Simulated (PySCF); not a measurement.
Compound: C8H11 (doublet state).
Cartesian coordinates in Å at the GFN2-xTB level; atoms count from 1:
```
atom  x, y, z in Å
C1     2.7082   -0.7123   -0.0569
C2     1.6944    0.1411   -0.7398
C3     0.4018    0.2892   -0.3449
C4    -0.4774    1.1601   -1.0192
C5    -1.8235    1.2876   -0.6463
C6    -2.4011    0.4233    0.2253
C7    -1.6225   -0.7340    0.7565
C8    -0.1375   -0.3941    0.8887
H9     3.6975   -0.5389   -0.4714
H10    2.4716   -1.7718   -0.1790
H11    2.7387   -0.5052    1.0131
H12    2.0215    0.6722   -1.6225
H13   -0.0930    1.7565   -1.8327
H14   -2.4110    2.0779   -1.0930
H15   -3.4433    0.5051    0.4908
H16   -1.7386   -1.5782    0.0631
H17   -2.0177   -1.0557    1.7228
H18   -0.0028    0.2891    1.7348
H19    0.4250   -1.3026    1.1030
```

The hyperfine couplings belong to this conformer and change with its torsions.

Identity: `C[CH]C1=CC=CCC1` [radical].

Level of theory: PySCF 2.14.0, UKS B3LYP, pcH-1 on C H, non-relativistic, mean-field spin-orbit, GIAO. One conformer (not necessarily the lowest) at the GFN2-xTB geometry, without solvent, vibrations or thermal averaging. Couplings are sensitive to structure, and on GFN2-xTB geometries they can be far from those on DFT ones. The SCF solution wasn't tested for stability. ⟨S²⟩ is 0.790 where a pure state has 0.75.

Principal values of hyperfine tensors in MHz (contact and dipolar terms together), for some of the nuclei:

```tsv
atom	isotope	A1	A2	A3
H16	1H	54.89	56.13	61.60
H10	1H	53.88	54.62	60.35
C4	13C	5.64	7.04	133.21
H11	1H	38.75	39.53	45.01
C5	13C	-64.58	-28.45	-24.06
C2	13C	3.83	4.81	108.27
C3	13C	-62.68	-27.83	-24.17
H13	1H	-53.01	-35.66	-14.69
```

**Question.** Split each tensor into its isotropic and traceless parts, and turn a_iso into mT with g = 2.0026.

**Answer.** a_iso is a third of the trace, T = A − a_iso, and a(mT) = a(MHz)/(g × 13.996).

| atom | a_iso (MHz) | a_iso (mT) | T1 | T2 | T3 |
| --- | --- | --- | --- | --- | --- |
| H16 | 57.54 | 2.053 | -2.65 | -1.41 | 4.06 |
| H10 | 56.28 | 2.008 | -2.40 | -1.66 | 4.07 |
| C4 | 48.63 | 1.735 | -42.99 | -41.59 | 84.58 |
| H11 | 41.10 | 1.466 | -2.35 | -1.56 | 3.91 |
| C5 | -39.03 | -1.392 | -25.55 | 10.58 | 14.96 |
| C2 | 38.97 | 1.390 | -35.14 | -34.16 | 69.30 |
| C3 | -38.23 | -1.364 | -24.45 | 10.39 | 14.06 |
| H13 | -34.46 | -1.229 | -18.56 | -1.21 | 19.76 |

**Question.** What spin density at the nucleus of C2 lies behind its contact coupling (g_N = 1.40482)?

**Answer.** a_FC = (2μ0/3) gₑ μB g_N μN ρ(0)/(2S·h) = 800.24 MHz × g_N × ρ(0)/(2S), with ρ in bohr⁻³. With a_FC = 38.97 MHz and 2S = 1, ρ(0) = 0.03466 bohr⁻³.

**Question.** C6 (13C, g_N = 1.40482) isn't in the table. Its spin density at the nucleus is 0.03834 bohr⁻³. What is its contact coupling?

**Answer.** By the same relation, a_FC = 43.1 MHz. Its full tensor has the principal values 4.03, 5.66, 119.61 MHz.

**Question.** Which nucleus of the table has the largest anisotropic coupling, and what is its form?

**Answer.** C4: -43.0, -41.6, 84.6 MHz, axial, in the ratio −1:−1:+2, the form that spin in one p orbital centred on that nucleus gives.

**Question.** What first-order splitting does H10 cause when the field lies along A1, A2 or A3 of its tensor (g taken as isotropic, no quadrupole term)?

**Answer.** 2 lines (I = 1/2), spaced by |A_i|/(g × 13.996): 1.92, 1.95, 2.15 mT along the axes of A1, A2 and A3.

The SMILES draws the unpaired electron on C2; the largest computed Mulliken spin population is on C4 (0.55 against 0.44).
